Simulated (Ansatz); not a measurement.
`CC[O][Ge]([Cl])([O]CC)[O]CC`, relaxed with RKS PBE-D4/def2-SVP in the Gaussian-basis code of Ansatz from a rough embedded geometry. The force threshold is 0.03 eV/Å; the program also tests the step.

Charge 0, multiplicity 1.

Start:

```xyz
26

C    -2.252    1.566    2.213
C    -0.892    1.540    1.566
O    -1.012    0.758    0.436
Ge    0.553    0.695   -0.458
Cl    1.216    2.650   -1.003
O     1.813    0.021    0.749
C     1.443   -1.316    1.015
C     2.412   -1.875    2.019
O     0.535   -0.358   -1.880
C    -0.581    0.031   -2.641
C    -0.648   -0.824   -3.887
H    -2.152    2.233    3.164
H    -2.989    2.076    1.651
H    -2.539    0.592    2.564
H    -0.584    2.569    1.304
H    -0.147    1.135    2.258
H     0.427   -1.339    1.484
H     1.507   -1.931    0.125
H     2.171   -2.952    2.274
H     3.500   -1.860    1.655
H     2.419   -1.294    3.011
H    -0.519    1.056   -2.955
H    -1.595   -0.089   -2.053
H    -1.548   -0.505   -4.492
H     0.245   -0.714   -4.523
H    -0.782   -1.865   -3.596
```

By how much does the energy fall, and how many steps does the optimiser take? (An estimate is asked.)

Computed: 0.85 eV, in 7 steps.

Which bonds change most? (Estimate.)

Ansatz gave: Ge4–O6 from 1.871 to 1.774 Å; C10–H23 from 1.179 to 1.114 Å; C1–H12 from 1.165 to 1.109 Å; C2–O3 from 1.380 to 1.434 Å.

Give the relaxed structure. (An estimate is asked.)

Computed: 
```xyz
26

C    -2.377    1.658    2.231
C    -0.962    1.675    1.682
O    -0.917    0.834    0.520
Ge    0.616    0.634   -0.370
Cl    1.426    2.576   -0.876
O     1.856   -0.196    0.592
C     1.563   -1.522    1.066
C     2.637   -1.918    2.062
O     0.251   -0.337   -1.806
C    -0.722    0.129   -2.754
C    -0.722   -0.818   -3.939
H    -2.452    2.297    3.134
H    -3.093    2.036    1.474
H    -2.677    0.627    2.504
H    -0.656    2.713    1.416
H    -0.241    1.311    2.452
H     0.556   -1.553    1.546
H     1.539   -2.234    0.210
H     2.460   -2.946    2.438
H     3.638   -1.887    1.586
H     2.646   -1.223    2.926
H    -0.474    1.165   -3.085
H    -1.729    0.168   -2.279
H    -1.476   -0.504   -4.689
H     0.273   -0.835   -4.426
H    -0.964   -1.850   -3.613
```
